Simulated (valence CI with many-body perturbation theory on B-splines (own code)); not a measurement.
**Fe3+: calculated level list**

Calculated by relativistic CI+MBPT: five valence electrons over a frozen Dirac-Fock core [Ar], radial functions for each j: 7 s, 7 p, 8 d, 6 f, 4 g, 1 h, with the one-electron correlation potential Σ1, the two-electron term Σ2, the three-electron term Σ3, Breit, model QED; selected CI, second order for the rest (own B-spline code, finite nucleus).

Against 54 measured levels this calculation errs by 4258 cm⁻¹ on average and by 7832 at most. These come from a selection out of Corliss and Sugar, J. Phys. Chem. Ref. Data 11, 135 (1982). Levels without a partner in it may be off by more, other configurations by 1,000 to 8,000 cm⁻¹. Among the levels kept, up to 2000 cm⁻¹ of a level comes from second order outside the variational space, and about a tenth of that is noise between levels of different J, which matters for small intervals.

Levels 136 to 180 of 222, with energies above the lowest level, 3d5 6S_5/2. "Leading %" is the weight of the configuration and term that name the level; weights of strongly mixed levels are sums over their largest components and can fall short. In the jj column 3d3/2^4 stands for four electrons in 3d with j = 3/2.

| No. | Configuration | Term | J | E (cm⁻¹) | Leading % | Leading jj | g | Second component |
| --- | --- | --- | --- | --- | --- | --- | --- | --- |
| 136 | 3d4 4p | 4D° | 7/2 | 207716 | 34 | 3d3/2^2 3d5/2^2 4p3/2 (37 %) | 1.112 | 21 % 3d4 4p 2G° |
| 137 | 3d4 4p | 4G° | 11/2 | 207865 | 93 | 3d3/2^2 3d5/2^2 4p3/2 (25 %) | 1.265 |  |
| 138 | 3d4 4p | 4D° | 7/2 | 207936 | 60 | 3d3/2 3d5/2^3 4p3/2 (35 %) | 1.234 | 22 % 3d4 4p 2G° |
| 139 | 3d4 4p | 4I° | 15/2 | 207971 | 97 | 3d3/2 3d5/2^3 4p3/2 (53 %) | 1.200 |  |
| 140 | 3d4 4p | 2G° | 9/2 | 208146 | 51 | 3d3/2 3d5/2^3 4p3/2 (44 %) | 1.136 | 30 % 3d4 4p 4G° |
| 141 | 3d4 4p | 4P° | 1/2 | 208525 | 56 | 3d3/2^3 3d5/2 4p1/2 (27 %) | 2.291 | 35 % 3d4 4p 2S° |
| 142 | 3d4 4p | 4G° | 5/2 | 209685 | 92 | 3d3/2^2 3d5/2^2 4p3/2 (22 %) | 0.590 |  |
| 143 | 3d4 4p | 4P° | 3/2 | 209693 | 44 | 3d3/2^2 3d5/2^2 4p1/2 (29 %) | 1.152 | 23 % 3d4 4p 2D° |
| 144 | 3d4 4p | 4G° | 7/2 | 209794 | 94 | 3d3/2^2 3d5/2^2 4p3/2 (35 %) | 0.985 |  |
| 145 | 3d4 4p | 4P° | 3/2 | 209820 | 49 | 3d3/2 3d5/2^3 4p1/2 (26 %) | 1.169 | 24 % 3d4 4p 4F° |
| 146 | 3d4 4p | 4G° | 9/2 | 209910 | 93 | 3d3/2^2 3d5/2^2 4p3/2 (34 %) | 1.171 |  |
| 147 | 3d4 4p | 4G° | 11/2 | 210128 | 83 | 3d3/2^3 3d5/2 4p3/2 (37 %) | 1.228 | 10 % 3d4 4p 2I° |
| 148 | 3d4 4p | 4P° | 1/2 | 210200 | 38 | 3d3/2^3 3d5/2 4p3/2 (35 %) | 1.921 | 34 % 3d4 4p 2S° |
| 149 | 3d4 4p | 4F° | 5/2 | 210247 | 61 | 3d3/2 3d5/2^3 4p1/2 (32 %) | 1.091 | 25 % 3d4 4p 2D° |
| 150 | 3d4 4p | 2I° | 11/2 | 210491 | 81 | 3d3/2^2 3d5/2^2 4p3/2 (56 %) | 0.972 | 12 % 3d4 4p 4G° |
| 151 | 3d4 4p | 2I° | 13/2 | 210544 | 92 | 3d3/2^2 3d5/2^2 4p3/2 (37 %) | 1.082 |  |
| 152 | 3d4 4p | 4F° | 7/2 | 210621 | 93 | 3d3/2^2 3d5/2^2 4p3/2 (35 %) | 1.232 |  |
| 153 | 3d4 4p | 4P° | 5/2 | 210681 | 78 | 3d3/2 3d5/2^3 4p3/2 (29 %) | 1.505 | 9 % 3d4 4p 4F° |
| 154 | 3d4 4p | 4F° | 9/2 | 210710 | 92 | 3d3/2^2 3d5/2^2 4p3/2 (30 %) | 1.324 |  |
| 155 | 3d4 4p | 4F° | 3/2 | 210969 | 37 | 3d3/2 3d5/2^3 4p3/2 (32 %) | 0.797 | 30 % 3d4 4p 2D° |
| 156 | 3d4 4p | 2D° | 5/2 | 211175 | 53 | 3d3/2^2 3d5/2^2 4p3/2 (38 %) | 1.176 | 17 % 3d4 4p 4F° |
| 157 | 3d4 4p | 2P° | 3/2 | 211522 | 41 | 3d3/2 3d5/2^3 4p3/2 (26 %) | 1.281 | 19 % 3d4 4p 4S° |
| 158 | 3d4 4p | 2H° | 9/2 | 211675 | 90 | 3d3/2^2 3d5/2^2 4p3/2 (38 %) | 0.912 |  |
| 159 | 3d4 4p | 2P° | 1/2 | 211770 | 39 | 3d3/2^2 3d5/2^2 4p3/2 (35 %) | 0.748 | 33 % 3d4 4p 4D° |
| 160 | 3d4 4p | 2F° | 5/2 | 211850 | 49 | 3d3/2^2 3d5/2^2 4p1/2 (29 %) | 1.043 | 25 % 3d4 4p 4D° |
| 161 | 3d4 4p | 2F° | 7/2 | 212008 | 42 | 3d3/2^3 3d5/2 4p1/2 (22 %) | 1.259 | 39 % 3d4 4p 4D° |
| 162 | 3d4 4p | 4D° | 3/2 | 212228 | 69 | 3d3/2^2 3d5/2^2 4p3/2 (35 %) | 1.234 | 13 % 3d4 4p 4S° |
| 163 | 3d4 4p | 2H° | 11/2 | 212296 | 88 | 3d3/2 3d5/2^3 4p3/2 (35 %) | 1.093 |  |
| 164 | 3d4 4p | 4H° | 7/2 | 212335 | 94 | 3d3/2^2 3d5/2^2 4p1/2 (28 %) | 0.677 |  |
| 165 | 3d4 4p | 4D° | 5/2 | 212425 | 51 | 3d3/2^2 3d5/2^2 4p3/2 (34 %) | 1.150 | 25 % 3d4 4p 2F° |
| 166 | 3d4 4p | 4D° | 1/2 | 212452 | 63 | 3d3/2 3d5/2^3 4p3/2 (41 %) | 0.338 | 25 % 3d4 4p 2P° |
| 167 | 3d4 4p | 4H° | 9/2 | 212720 | 87 | 3d3/2^2 3d5/2^2 4p1/2 (26 %) | 0.979 | 4 % 3d4 4p 2H° |
| 168 | 3d4 4p | 2F° | 7/2 | 212859 | 46 | 3d3/2 3d5/2^3 4p3/2 (29 %) | 1.258 | 36 % 3d4 4p 4D° |
| 169 | 3d4 4p | 4S° | 3/2 | 212898 | 56 | 3d3/2 3d5/2^3 4p3/2 (31 %) | 1.605 | 22 % 3d4 4p 2P° |
| 170 | 3d4 4p | 4F° | 9/2 | 213150 | 85 | 3d3/2 3d5/2^3 4p1/2 (32 %) | 1.305 | 5 % 3d4 4p 4G° |
| 171 | 3d4 4p | 4H° | 11/2 | 213159 | 87 | 3d3/2^2 3d5/2^2 4p3/2 (36 %) | 1.130 | 5 % 3d4 4p 2H° |
| 172 | 3d4 4p | 4F° | 3/2 | 213244 | 73 | 3d3/2^2 3d5/2^2 4p3/2 (44 %) | 0.615 | 9 % 3d4 4p 4D° |
| 173 | 3d4 4p | 4F° | 5/2 | 213329 | 76 | 3d3/2^2 3d5/2^2 4p3/2 (34 %) | 1.068 | 12 % 3d4 4p 4D° |
| 174 | 3d4 4p | 4F° | 7/2 | 213363 | 69 | 3d3/2^2 3d5/2^2 4p3/2 (29 %) | 1.261 | 15 % 3d4 4p 4D° |
| 175 | 3d4 4p | 4H° | 13/2 | 213729 | 94 | 3d3/2 3d5/2^3 4p3/2 (68 %) | 1.226 |  |
| 176 | 3d4 4p | 2D° | 3/2 | 214229 | 84 | 3d3/2 3d5/2^3 4p3/2 (33 %) | 0.812 | 5 % 3d4 4p 4F° |
| 177 | 3d4 4p | 2H° | 11/2 | 215047 | 72 | 3d3/2^2 3d5/2^2 4p3/2 (27 %) | 1.128 | 20 % 3d4 4p 4G° |
| 178 | 3d4 4p | 2G° | 7/2 | 215066 | 85 | 3d3/2^2 3d5/2^2 4p3/2 (35 %) | 0.904 | 8 % 3d4 4p 4G° |
| 179 | 3d4 4p | 2H° | 9/2 | 215107 | 79 | 3d3/2^2 3d5/2^2 4p3/2 (41 %) | 0.954 | 5 % 3d4 4p 2G° |
| 180 | 3d4 4p | 2D° | 5/2 | 215121 | 89 | 3d5/2^4 4p3/2 (22 %) | 1.202 |  |

Names give the largest LS component (configuration and term), which can be under half, so a name can repeat, a term be missing and a line seem to break the LS rules; names also repeat where a configuration has a term twice.

Where two levels of one J and parity lie close, their mixing, g and order are uncertain.
